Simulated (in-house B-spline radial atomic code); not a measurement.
Binding energies in the antimony ion Sb²⁰⁺

NIST's tabulated ground configuration is [Ar] 3d10 4s2 4p1; each binding energy is the energy of the ion with one electron taken from that subshell, relaxed, less that of the parent. Method: Dirac-Hartree-Fock, average of configuration, Fermi nucleus of rms radius 4.6802 fm. Calculated with a B-spline radial code for spherical atoms. Energies include first-order Breit, QED and recoil terms.

```tsv
subshell	X-ray name	binding energy (eV)	-ε (eV)	relaxation (eV)
1s	K	31093.5	31245.6	49.5
2s	L1	5296	5327.1	20.3
3s	M1	1505.8	1511.5	3.8
3d3/2	M4	1098.5	1104.2	5.1
3d5/2	M5	1088.7	1093.9	4.9
4s	N1	627	627.8	0.3
4p	N2,3	575.8	576.4	0.3
```

Relaxation = -ε minus the binding energy without Breit, QED and recoil terms.

What does it cost to remove two 2s electrons?

10755 eV, which is 162.9 eV more than the two single binding energies together.

What does it cost to remove two 1s electrons?

63043 eV, which is 855.6 eV more than the two single binding energies together.
